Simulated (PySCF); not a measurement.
Peak assignment

Geometry (Å), atoms numbered from 1 in this order:
```xyz
38

Si   -0.006   -0.007   -0.423
H    -0.010   -0.009    1.082
N     1.616   -0.018   -1.037
C     2.805    0.568   -0.444
C     3.397   -0.306    0.662
C     2.520    1.977    0.061
H     1.809   -0.818   -1.629
H     3.566    0.658   -1.242
H     2.689   -0.394    1.502
H     4.340    0.110    1.052
H     3.602   -1.322    0.288
H     1.761    1.966    0.860
H     3.430    2.437    0.474
H     2.145    2.618   -0.751
N    -0.802    1.404   -1.040
C    -1.893    2.153   -0.440
C    -1.410    3.127    0.634
C    -2.958    1.211    0.108
H    -0.209    1.962   -1.644
H    -2.370    2.748   -1.242
H    -0.959    2.577    1.475
H    -2.235    3.742    1.029
H    -0.644    3.806    0.228
H    -2.553    0.582    0.917
H    -3.806    1.778    0.522
H    -3.337    0.544   -0.680
N    -0.824   -1.403   -1.044
C    -0.920   -2.727   -0.454
C    -1.995   -2.807    0.629
C     0.434   -3.182    0.078
H    -1.600   -1.170   -1.654
H    -1.204   -3.432   -1.258
H    -1.735   -2.151    1.476
H    -2.112   -3.833    1.013
H    -2.969   -2.477    0.236
H     0.786   -2.519    0.885
H     0.370   -4.200    0.490
H     1.192   -3.177   -0.719
```

PySCF 2.14.0 with density-fitted response routines calculation with PBE0-D3(BJ)/def2-SVP structure and σ from GIAO-B3LYP/pcSseg-1; rapidly exchanging positions averaged, relativity neglected, one conformer, no solvent model.

References, each an isolated molecule treated in the same way: $^{13}$C (σ = 179.24 ppm) and $^{1}$H (σ = 31.38 ppm) against TMS.

(1) Assign these signals to the numbered atoms. $^{13}$C{$^{1}$H} NMR (computed): δ 48.6 (CH), 28.8 (CH3).

(2) Assign these signals to the numbered atoms. $^{1}$H NMR (300 MHz, computed): δ 5.86 (s, 1H), 2.97 (sept, 3H), 1.21 (d, 18H), 0.31 (br s, 3H).

## Answers

(1) 
```tsv
δ (ppm)	atoms	environment	reason
48.6	C4/C16/C28	carbon bonded to 2 C, N, H	–
28.8	C5/C6/C17/C18/C29/C30	carbon bonded to C, 3 H	–
```

(2) 
5.86 → H2, hydrogen on a silicon bonded to 3 N
2.97 → H8/H20/H32, hydrogen on a carbon bonded to 2 C, N
1.21 → H9/H10/H11/H12/H13/H14/H21/H22/H23/H24/H25/H26/H33/H34/H35/H36/H37/H38, hydrogen on a carbon bonded to C
0.31 → H7/H19/H31, hydrogen on a nitrogen bonded to C, Si

OH/NH shifts are gas-phase values; hydrogen bonding in solution moves them, usually downfield. Shifts are as computed. Against solution values, carbons near 30 ppm lie about +2 ppm off and those near 130 ppm about +6 ppm. Of 1211 compounds with measured shifts, 218 miss one by over three times the rms of a fit or turn the order of signals round; such compounds aren't used in these exercises. No couplings were computed; multiplicities are counted from neighbouring protons, with m where these are inequivalent, close in shift, in a saturated or five-membered ring or joined by F or P, and br s for small geminal =CH2 splittings.
